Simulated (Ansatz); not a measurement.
The cluster In₂As, relaxed as a doublet with UKS PBE-D4/def2-TZVP in Ansatz, starting from the GFN2-xTB geometry. Force threshold 0.02 eV/Å.

In the def2 sets In takes a core potential; there is no spin–orbit coupling. The structure comes from a short search, and lower isomers may exist.

Start:

Cartesian coordinates in Å:
```
In -0.334 1.962 -1.387
In -0.241 -1.664 1.748
As 0.576 -0.298 -0.361
```

```tsv
step	energy (eV)	largest force component (eV/Å)	SCF passes
1	-71181.5557	0.251	22
2	-71181.5719	0.077	20
3	-71181.5865	0.118	26
4	-71181.5894	0.009	21
```

Force components are those of the run's own axes.

End:

```xyz
3

In   -0.434    1.891   -1.214
In   -0.348   -1.486    1.706
As    0.783   -0.405   -0.491
```

By distances, no bond broke or formed. The bond that changes most is In2–As3, from 2.64 to 2.70 Å (atoms count from 1).

No frequencies were taken in this run, so the end may be a saddle point.

It took 10 s on 2 threads of Arm Neoverse V2 on a shared host.
